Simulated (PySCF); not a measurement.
## GeAs: from constants to spectrum

PBEsol constants of GeAs, ²Π (doublet), unpaired electrons π ↑ (Ge cc-pVDZ-PP with ECP10, As cc-pVDZ-PP with ECP10; scalar-relativistic core potentials (PySCF 2.14); masses 73.9212 and 74.9216 u):

```
ωe            : 339.7 cm⁻¹
ωexe          : 0.738 cm⁻¹
Be            : 0.087888 cm⁻¹
αe            : 0.000277 cm⁻¹
De to Ge + As : 3.50 eV
```

Task: What force constant and bond length do these constants imply?

Result: Reduced mass μred = 37.209 u; k = 5.8918×10⁻⁷·μred·ωe² (u, cm⁻¹, mdyn/Å) = 2.53 mdyn/Å; Re = √(16.8576/(μred·Be)) (u, cm⁻¹, Å) = 2.270 Å.

Task: Estimate the centrifugal constant D from the Kratzer relation and find the Dunham coefficient a1.

Result: D = 4Be³/ωe² = 2.35e-08 cm⁻¹; a1 = −1 − αeωe/(6Be²) = -3.03.

Spin–orbit coupling is left out. The state is the lowest determinant that a PBE0 search found; another state may lie lower at other levels.
